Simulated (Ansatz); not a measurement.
C8H16 (`C[C@@H]1CCCC[C@H]1C`), relaxed with RKS PBE0-D4/def2-TZVP in Ansatz from a PBE-D4/def2-SVP geometry. The force threshold is 0.005 eV/Å; the program also tests the step.

Total charge 0; spin multiplicity 1.

Start:

```xyz
24

C    -0.758    0.322    2.092
C    -0.655   -0.526    0.817
C     0.741   -1.169    0.661
C     1.828   -0.152    0.284
C     1.445    0.626   -0.983
C     0.066    1.286   -0.834
C    -1.044    0.280   -0.454
C    -1.415   -0.637   -1.628
H    -0.062    1.185    2.085
H    -1.783    0.728    2.219
H    -0.522   -0.282    2.993
H    -1.393   -1.354    0.919
H     0.698   -1.953   -0.126
H     1.014   -1.697    1.600
H     1.981    0.565    1.121
H     2.801   -0.668    0.144
H     1.439   -0.070   -1.852
H     2.212    1.394   -1.215
H    -0.215    1.813   -1.771
H     0.130    2.073   -0.051
H    -1.955    0.869   -0.203
H    -0.568   -1.276   -1.951
H    -1.734   -0.045   -2.511
H    -2.251   -1.313   -1.356
```

Question: By how much does the energy fall, and how many steps does the optimiser take? (Estimate.)

Answer: Computed: 2.17 kcal/mol, in 4 steps.

Question: Which bonds change most? (Estimate.)

Answer: Ansatz gave: C8–H22 from 1.109 to 1.092 Å; C1–H9 from 1.109 to 1.092 Å; C5–H17 from 1.113 to 1.096 Å; C4–H15 from 1.113 to 1.096 Å.

Question: Give the relaxed structure. (Estimate.)

Answer: Computed: 
```xyz
24

C    -0.748    0.319    2.072
C    -0.651   -0.524    0.807
C     0.733   -1.160    0.654
C     1.809   -0.148    0.284
C     1.429    0.617   -0.976
C     0.064    1.276   -0.825
C    -1.036    0.280   -0.447
C    -1.398   -0.630   -1.614
H    -0.058    1.166    2.060
H    -1.757    0.721    2.196
H    -0.516   -0.278    2.958
H    -1.380   -1.338    0.908
H     0.693   -1.933   -0.122
H     1.000   -1.676    1.583
H     1.956    0.560    1.108
H     2.767   -0.658    0.146
H     1.420   -0.071   -1.829
H     2.184    1.375   -1.204
H    -0.215    1.790   -1.750
H     0.131    2.052   -0.054
H    -1.935    0.858   -0.199
H    -0.559   -1.255   -1.929
H    -1.712   -0.044   -2.482
H    -2.221   -1.298   -1.346
```
